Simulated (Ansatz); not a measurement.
Geometry optimisation, RKS PBE-D4/6-31G* in Ansatz.

Input file:

```yaml
crystal:
  periodic: [false, false, false]
  atoms:
    - { symbol: B, position_ang: [0.0, 0.0, 0.0] }
    - { symbol: H, position_ang: [0.0, 0.0, 1.54] }
    - { symbol: F, position_ang: [1.1431, 0.0, -0.66] }
    - { symbol: O, position_ang: [-1.2211, 0.0, -0.705] }
    - { symbol: H, position_ang: [-1.7308, -0.8467, -0.4965] }
    - { symbol: O, position_ang: [0.0766, 1.621, 0.5392] }
    - { symbol: H, position_ang: [0.4753, 1.6492, 1.4668] }
    - { symbol: H, position_ang: [0.0407, 0.8604, 1.537] }
basis:
  gaussian: { orbitals: "6-31G*" }
hamiltonian:
  xc: pbe
  dispersion: d4
relax:
  f_tol: 0.15
  max_steps: 25
  restrain:
    - { distance: [0, 5], at: 2.61, k: 30.0 }
    - { distance: [7, 1], at: 1.86, k: 30.0 }
    - { distance: [0, 1], at: 1.19, k: 30.0 }
    - { distance: [7, 5], at: 1.01, k: 30.0 }
```

Run as:

```bash
$ ansatz run input.yaml --threads 1 --pin off --max-ram 2048MiB --backend cpu --events-out ev --progress --plain --runs-dir out
```

Q: Where does it end, and by what steps?

A: The run converged. The restraints hold the end off the free minimum. After 13 steps the energy has fallen by 4.602 eV (the restraints' own energy left out); O6 moved furthest, 0.82 Å. Parted: B1–O6 (1.71 → 2.61 Å). Joined: B1–H2 (1.54 → 1.20 Å).

```json
{"step": "0", "energy less start (eV)": "0.0000", "largest force component (eV/Å)": "4.272", "accepted": "yes"}
{"step": "1", "energy less start (eV)": "-0.4404", "largest force component (eV/Å)": "4.640", "accepted": "yes"}
{"step": "2", "energy less start (eV)": "-1.0852", "largest force component (eV/Å)": "5.569", "accepted": "yes"}
{"step": "3", "energy less start (eV)": "-2.5407", "largest force component (eV/Å)": "3.996", "accepted": "yes"}
{"step": "4", "energy less start (eV)": "-3.8402", "largest force component (eV/Å)": "2.562", "accepted": "yes"}
{"step": "5", "energy less start (eV)": "-4.3278", "largest force component (eV/Å)": "1.599", "accepted": "yes"}
{"step": "6", "energy less start (eV)": "-4.4509", "largest force component (eV/Å)": "1.043", "accepted": "yes"}
{"step": "7", "energy less start (eV)": "-4.5557", "largest force component (eV/Å)": "0.794", "accepted": "yes"}
{"step": "8", "energy less start (eV)": "-4.5894", "largest force component (eV/Å)": "0.713", "accepted": "yes"}
{"step": "9", "energy less start (eV)": "-4.5976", "largest force component (eV/Å)": "0.531", "accepted": "yes"}
{"step": "10", "energy less start (eV)": "-4.5989", "largest force component (eV/Å)": "0.526", "accepted": "yes"}
{"step": "11", "energy less start (eV)": "-4.5990", "largest force component (eV/Å)": "0.529", "accepted": "yes"}
{"step": "12", "energy less start (eV)": "-4.5639", "largest force component (eV/Å)": "1.308", "accepted": "no"}
{"step": "13", "energy less start (eV)": "-4.6017", "largest force component (eV/Å)": "0.684", "accepted": "yes"}
```

```xyz
8
Properties=species:S:1:pos:R:3
B -0.036 -0.314 0.014
H -0.199 -0.601 1.167
F 1.210 -0.022 -0.401
O -1.010 -0.389 -0.931
H -1.870 -0.598 -0.522
O -0.104 1.976 1.258
H 0.776 2.084 0.845
H 0.016 1.148 1.791
```

Time of the run: 43 s on 1 thread of Arm Neoverse N1, on a shared host, peak memory 0.13 GiB.
